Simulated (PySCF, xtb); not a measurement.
(2R)-1-silyloxypropan-2-ol (C₃H₁₀O₂Si), SMILES C[C@@H](O)CO[SiH3].

GFN2-xTB in xtb at its own geometry gives an orbital gap of 6.30 eV and a dipole moment of 1.89 D.

The structure is a stationary point at B3LYP-D3(BJ)/def2-SVP. One conformer was computed; it need not be the lowest.

### Question
What does ωB97X/def2-TZVP in PySCF give? (The exact figures need the calculation; the answer reports its results.)

### Answer
gap 12.28 eV (levels -10.26 and 2.02 eV), dipole 1.94 D.
